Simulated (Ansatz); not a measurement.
CH$_{3}$FSSiZn (`F[CH]1S[SiH2][Zn]1`) at its PBE0-D4/def2-TZVP geometry, where that method's forces vanish. The species carries charge 0 and has multiplicity 1.

```json
{"atom": "F1", "x (Å)": "0.080", "y (Å)": "1.479", "z (Å)": "1.945"}
{"atom": "C2", "x (Å)": "0.447", "y (Å)": "1.361", "z (Å)": "0.621"}
{"atom": "S3", "x (Å)": "1.113", "y (Å)": "-0.297", "z (Å)": "0.249"}
{"atom": "Si4", "x (Å)": "-0.557", "y (Å)": "-1.297", "z (Å)": "-0.756"}
{"atom": "Zn5", "x (Å)": "-1.110", "y (Å)": "1.000", "z (Å)": "-0.627"}
{"atom": "H6", "x (Å)": "1.246", "y (Å)": "2.079", "z (Å)": "0.433"}
{"atom": "H7", "x (Å)": "-0.019", "y (Å)": "-1.987", "z (Å)": "-1.960"}
{"atom": "H8", "x (Å)": "-1.200", "y (Å)": "-2.338", "z (Å)": "0.095"}
```

Problem. For each bond, give half the difference of the two atoms' forces along it (eV/Å; positive pushes the atoms apart) under PBE-D4, r2SCAN-D4, B3LYP-D4, ωB97M-V in def2-TZVPP. (An estimate is asked.)

Solution. Ansatz gave: 
```
   bond  length (Å)  PBE-D4  r2SCAN-D4  B3LYP-D4  ωB97M-V
  F1–C2       1.378    0.40       0.25      0.33     0.36
  C2–S3       1.826    0.08       0.12      0.17     0.08
 C2–Zn5       2.028    0.06      -0.07      0.19    -0.16
  C2–H6       1.090    0.07      -0.09     -0.24    -0.16
 S3–Si4       2.190    0.09      -0.01      0.20     0.06
Si4–Zn5       2.366    0.02      -0.05      0.23    -0.04
 Si4–H7       1.488    0.09      -0.01     -0.13    -0.11
 Si4–H8       1.490    0.08      -0.01     -0.13    -0.12
```

B3LYP here is the variant with VWN-RPA as its local correlation; programs differ in this.
